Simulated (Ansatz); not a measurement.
Cost and result up the ladder for (LiOH)2 ring (Li2O2H2) (6 atoms). The state is a singlet with charge 0. Geometry: PBE0-D4/def2-TZVP.

```xyz
6

Li    0.6902    0.6093   -0.6374
O     0.4485   -1.1375   -0.6016
Li   -0.6901   -0.6093    0.6375
O    -0.4485    1.1375    0.6016
H     0.7615   -1.9309   -1.0212
H    -0.7616    1.9309    1.0212
```

Ansatz on 4 threads of Arm Neoverse V2 on a shared host. Times are rough, and most runs start from the orbitals of an earlier one. ωB97M-V/def2-TZVP serves as the yardstick here, not as an exact answer. Differences are given only for rows in sets of like size (and for xTB, whose basis is part of the method), since another set adds its own error. Binding counts from free atoms at the same level (Li doublet, O triplet, H doublet; other spins of the atoms weren't run), without zero-point energy or a counterpoise term.

LC-ωPBE has ω = 0.4 bohr⁻¹. HSE06 is defined as in plane-wave codes, on full-range PBE exchange. Correlated methods freeze 2 core orbitals; core or outer-core shells of Li are correlated, in sets that lack core-valence functions.

Correlated methods converge slowly with the basis.

```json
{"level": "HF/STO-3G", "functions": "22", "wall time": "0.05 s"}
{"level": "HF/6-31G", "functions": "40", "wall time": "0.1 s"}
{"level": "MP2/def2-TZVP", "functions": "102", "wall time": "0.25 s"}
{"level": "PBE-D4/def2-SVP", "functions": "56", "wall time": "0.35 s"}
{"level": "PBE0-D4/def2-SVP", "functions": "56", "wall time": "0.35 s"}
{"level": "PBE0-D4/def2-TZVP", "functions": "102", "wall time": "0.5 s"}
{"level": "PBE-D4/def2-TZVP (with forces)", "functions": "102", "wall time": "0.55 s"}
{"level": "BLYP-D4/def2-TZVP", "functions": "102", "wall time": "0.55 s"}
{"level": "HSE06-D4/def2-TZVP", "functions": "102", "wall time": "0.55 s"}
{"level": "LC-ωPBE/def2-TZVP", "functions": "102", "wall time": "0.6 s"}
{"level": "r2SCAN-D4/def2-TZVP", "functions": "102", "wall time": "0.9 s"}
{"level": "r2SCANh-D4/def2-TZVP", "functions": "102", "wall time": "0.95 s"}
{"level": "ωB97M-V/def2-TZVP", "functions": "102", "wall time": "1.7 s"}
{"level": "CCSD(T)/def2-TZVPP", "functions": "128", "wall time": "5.5 s"}
```

Problem. Estimate what each level gives for the binding energy per atom (eV).

Solution. 
```tsv
level	binding energy per atom (eV)	difference from ωB97M-V/def2-TZVP (eV)
HF/STO-3G	2.35	–
HF/6-31G	2.21	–
MP2/def2-TZVP	3.42	-0.08
PBE-D4/def2-SVP	3.52	–
PBE0-D4/def2-SVP	3.40	–
PBE0-D4/def2-TZVP	3.37	-0.12
PBE-D4/def2-TZVP (with forces)	3.49	0.00
BLYP-D4/def2-TZVP	3.50	0.00
HSE06-D4/def2-TZVP	3.38	-0.12
LC-ωPBE/def2-TZVP	3.42	-0.08
r2SCAN-D4/def2-TZVP	3.43	-0.06
r2SCANh-D4/def2-TZVP	3.40	-0.10
ωB97M-V/def2-TZVP	3.50	0.00
CCSD(T)/def2-TZVPP	3.39	-0.11
```
